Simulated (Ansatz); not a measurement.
Calculated with Ansatz (gas phase, PBE0-D4/def2-TZVP geometries, no zero-point term in ΔE). CCSD(T)/CBS is the MP2 limit (def2-TZVPP, def2-QZVPP) plus CCSD(T) − MP2 in def2-TZVPP, frozen cores. Functionals use def2-TZVPP. For Ge outer-core shells are correlated without core-valence functions, which leaves a few kJ/mol of doubt a bond. Scalar relativity is left out up to krypton. Each species was taken in one conformer, which may not be the lowest.

`N[B]([GeH3])CF` + `C[Si](F)(F)Cl` → `C[Si](F)(F)[GeH3]` + `NB(Cl)CF`  (redistribution)

(1) Is it downhill or uphill in electronic energy at CCSD(T)/CBS, and by how much? (An estimate is asked.)

(2) What do these levels give: r2SCAN-D4, PBE0-D4, PBE, CCSD/def2-TZVPP, SCS-MP2/def2-QZVPP, CCSD/CBS(def2)? (An estimate is asked.)

Largest T1 diagnostic among the species: 0.012.

## Answers

(1) Computed: Uphill: ΔE = +19.0 kJ/mol.

(2) Ansatz gave: r2SCAN-D4 14.6, PBE0-D4 11.4, PBE 7.7, CCSD/def2-TZVPP 17.9, SCS-MP2/def2-QZVPP 19.2, CCSD/CBS(def2) 19.2 kJ/mol.

From PBE to PBE0 (25 % exact exchange), in def2-TZVPP and without D4, ΔE moves by +3.2 kJ/mol.
